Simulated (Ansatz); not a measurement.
Consider the isomerisation: `CB[SiH2]CC` → `B[Si](C)(C)C`.

Isolated molecules relaxed with PBE0-D4/def2-TZVP in Ansatz; ΔE leaves out vibrations. CBS: MP2 limit from def2 TZ/QZ plus the TZ coupled-cluster correction, frozen cores. Functionals use def2-TZVPP. One conformer a species, not always the lowest.

| level | ΔE (kJ/mol) |
| --- | --- |
| PBE-D4 | -31.8 |
| r2SCAN-D4 | -38.0 |

What does CCSD(T)/CBS give? (An estimate is asked.)

Computed: -39.6 kJ/mol. The listed levels differ from it by 7.8, 1.6 kJ/mol.

Largest T1 diagnostic among the species: 0.011.
